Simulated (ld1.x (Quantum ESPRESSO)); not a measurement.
Cd, TM: configuration errors across variants

ld1.x (Quantum ESPRESSO) 7.5 input, shortened:

```
&input
   title='Cd', zed=48., rel=1, dft='PZ', iswitch=3,
   config='[Kr] 4d10 5s0.5 5p0'
 /
 &inputp
   pseudotype=2, tm=.true., lloc=2,
   nlcc=.true., new_core_ps=.true., rcore=0.85
 /
3
5S  1  0   0.50   0.00  1.85  1.85  0.0
5P  2  1   0.00   0.00  2.25  2.25  0.0
4D  3  2  10.00   0.00  1.65  1.65  0.0
 &test
   configts(1)='4d10 5s0.5 5p0'
 /
```

All-electron excitation energies from the reference (eV): (1) 4d10 5s2 5p0 -17.361; (2) 4d10 5s1 5p0 -7.733; (3) 4d10 5s0 5p0 9.787; (4) 4d9 5s2 5p1 -4.767; (5) 4d10 5s1 5p1 -12.572; (6) 4d10 5s0 5p2 -7.448; (7) 4d9 5s0 5p0 48.043; (8) 4d10 5s0.5 5p0 spin -0.055; (9) 4d10 5s1 5p0 spin -7.922.

Spin tests fill each open shell by Hund’s rule, majority spin first.

A true bound ghost makes a file unfit for plane-wave use even where its test errors are small: the radial tests pick states by their node count and pass the ghost by.

Errors AE − PS in meV (a dash: test not solved or not reliable):

```csv
change,(1),(2),(3),(4),(5),(6),(7),(8),(9),bound ghosts
base,-5.2,-0.2,-4.4,-175,-3.1,-2.4,-98,0.0,+0.1,"s, p"
wave 5p (bound): rc 2.25 bohr becomes 5p (bound): rc 1.52 bohr,-5.2,-0.2,-4.4,-126,-7.3,-24,-98,0.0,+0.1,"p, s"
wave 5p (bound): rc 2.25 bohr becomes 5p (bound): rc 1.94 bohr,-5.2,-0.2,-4.4,-156,-3.8,-2.1,-98,0.0,+0.1,"s, p"
wave 5p (bound): rc 2.25 bohr becomes 5p (bound): rc 2.58 bohr,-5.2,-0.2,-4.4,-180,-3.0,-3.0,-98,0.0,+0.1,"s, p"
wave 5p (bound): rc 2.25 bohr becomes 5p (bound): rc 3.04 bohr,-5.2,-0.2,-4.4,-175,-3.7,-2.8,-98,0.0,+0.1,"s, p"
wave 5p (bound): rc 2.25 bohr becomes 5p (bound): rc 3.42 bohr,-5.2,-0.2,-4.4,-168,-6.1,-4.5,-98,0.0,+0.1,"s, p"
```

(1) Give the same row for: wave 5p (bound): rc 2.25 bohr becomes 5p (bound): rc 2.16 bohr.

## Answers

(1) -5.2, -0.2, -4.4, -173, -3.1, -2.3, -98, 0.0, +0.1; bound ghosts: s, p.
